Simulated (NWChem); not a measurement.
# N2H3, doublet; SMILES [NH]N

```xyz
5

N     -0.1176    -0.7494     0.0044
N     -0.0142     0.5829    -0.0624
H      0.8367    -1.1099    -0.0443
H      0.8330     1.0530     0.2288
H     -0.8652     1.0705     0.1677
```
Atoms are numbered in this order, from 1.

Results from NWChem. Geometry optimised at PBE0-D3(BJ)/def2-TZVP; all other runs use it. Pople sets run with spherical d functions. Spin-unrestricted. Vzz has the sign of the potential's second derivative. Spin-orbit coupling enters the g values alone. Excited states of an open shell can be spin-contaminated.

```json
[
 {"quantity": "cavity-dispersion-structure term (kcal/mol) in acetonitrile", "level": "PBE0/6-31G*, SMD", "value": "2.7"},
 {"quantity": "A(iso) 1H atom 3 (MHz)", "level": "TPSSh/6-31G*", "value": "-47.5"},
 {"quantity": "lowest empty minus highest occupied level, either spin (eV)", "level": "B3LYP/6-31G*", "value": "4.24"},
 {"quantity": "Vzz N1 (a.u.)", "level": "B3LYP/def2-SVP", "value": "0.762"},
 {"quantity": "charge (e), Mulliken N1", "level": "B3LYP/def2-SVP", "value": "-0.22"},
 {"quantity": "Δg1 (ppt)", "level": "B3LYP/x2c-SVPall, ZORA", "value": "-0.07"},
 {"quantity": "vertical, lowest excitation (eV)", "level": "LDA (Slater exchange, VWN5)/aug-cc-pVDZ, TDA", "value": "3.02"},
 {"quantity": "dipole (D)", "level": "PBE0-D3(BJ)/def2-TZVP", "value": "2.66"},
 {"quantity": "highest harmonic frequency (cm⁻¹)", "level": "PBE0-D3(BJ)/def2-TZVP", "value": "3658"}
]
```
